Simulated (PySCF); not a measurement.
**From computed data to an observable: chemical shift, span and skew from a shielding tensor**

Si(F)(Me)2(SH) (C₂H₇FSSi), SMILES C[Si](C)(F)S. Atoms are numbered in the order given.

```xyz
12

C      1.5616    -0.1323    -1.2551
Si     0.1219    -0.3137    -0.0825
C     -1.2581    -1.3458    -0.7972
F      0.6588    -1.0471     1.2755
S     -0.5891     1.6025     0.6220
H      1.2564     0.4028    -2.1693
H      2.3770     0.4374    -0.7838
H      1.9492    -1.1207    -1.5525
H     -2.0682    -1.4734    -0.0630
H     -1.6831    -0.8644    -1.6932
H     -0.8881    -2.3424    -1.0895
H     -0.9747     2.0033    -0.6127
```

Geometry optimised at B3LYP-D3(BJ)/def2-SVP. The values are those of a single conformer.

GIAO shieldings from B3LYP/pcSseg-1 (PySCF), non-relativistic, no solvent. The symmetric part of the tensor of F4 has the principal values 324.1, 345.8, 361.0 ppm. The same nucleus in CFCl3 has σ = 161.7 ppm at this level (PySCF, at its B3LYP-D3(BJ)/def2-TZVP geometry).

Q: Work out the isotropic shielding, the ¹⁹F shift against CFCl3, the span and the skew.

A: 
σ(iso) = (σ11 + σ22 + σ33)/3 = 343.6 ppm. δ = σ(ref) − σ(iso) = 161.7 − (343.6) = -181.9 ppm.
Span Ω = σ33 − σ11 = 36.9 ppm. Skew κ = 3(σ(iso) − σ22)/Ω = -0.18. Tumbling in solution averages the tensor to δ; in a static solid the shielding alone would spread this spin-1/2 line over Ω.
